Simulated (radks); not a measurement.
Species: Yb3+. Configuration: [Xe] 4f13.

Method: Dirac Kohn-Sham, PBE, spin-unpolarised, spherical densities, finite nucleus; open shells fill j = l - 1/2 first; Fermi nuclear charge, rms radius 5.3108 fm; computed with a radial shooting solver on a logarithmic mesh with Libxc functionals.

Energy parts (eV):
part                      energy
total                 -382936.09
kinetic                425306.93
electron-nucleus      -948642.21
Hartree                148387.95
exchange-correlation    -7988.75

Orbitals (lengths in bohr, moments of r in powers of bohr):
orbital,occ.,eigenvalue (eV),<r^2>
1s1/2,2,-61183.33,0.0005300
2s1/2,2,-10388.17,0.008153
2p1/2,2,-9911.143,0.005860
2p3/2,4,-8864.186,0.007072
3s1/2,2,-2368.021,0.05360
3p1/2,2,-2157.235,0.04945
3p3/2,4,-1935.035,0.05620
3d3/2,4,-1575.861,0.04402
3d5/2,6,-1527.320,0.04588
4s1/2,2,-493.1748,0.2686
4p1/2,2,-407.8054,0.2794
4p3/2,4,-357.4063,0.3167
4d3/2,4,-216.8811,0.3542
4d5/2,6,-207.6841,0.3688
5s1/2,2,-85.5833,1.585
5p1/2,2,-61.8117,1.979
5p3/2,4,-55.1591,2.289
4f5/2,6,-36.6838,0.6874
4f7/2,7,-35.2873,0.7162

The highest occupied level is 4f7/2 at -35.287 eV. Summed over all electrons, <r^2> = 32.35 bohr^2, which gives a Langevin (diamagnetic) susceptibility term of -25.6 x 10^-6 cm^3/mol.
